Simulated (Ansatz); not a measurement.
`N[Si@H]1O[C@H]1Cl`, charge 0, multiplicity 1.

(1) Give a relaxed structure at PBE0-D4/def2-TZVP (Ansatz 0.2.0). (Best estimate.)

Answers

(1) The calculation gave: 
```xyz
9

N     0.7512   -1.4213    0.1796
Si   -0.5346   -0.3871   -0.1308
O    -0.9429    0.8258    0.9342
C    -0.3146    1.3986   -0.2386
Cl    1.2887    2.0961    0.0842
H     1.6374   -1.1018    0.5334
H     0.6827   -2.4200    0.0954
H    -1.6480   -1.1446   -0.7291
H    -0.9200    2.1543   -0.7283
```
This is one stationary point; other conformers may exist.
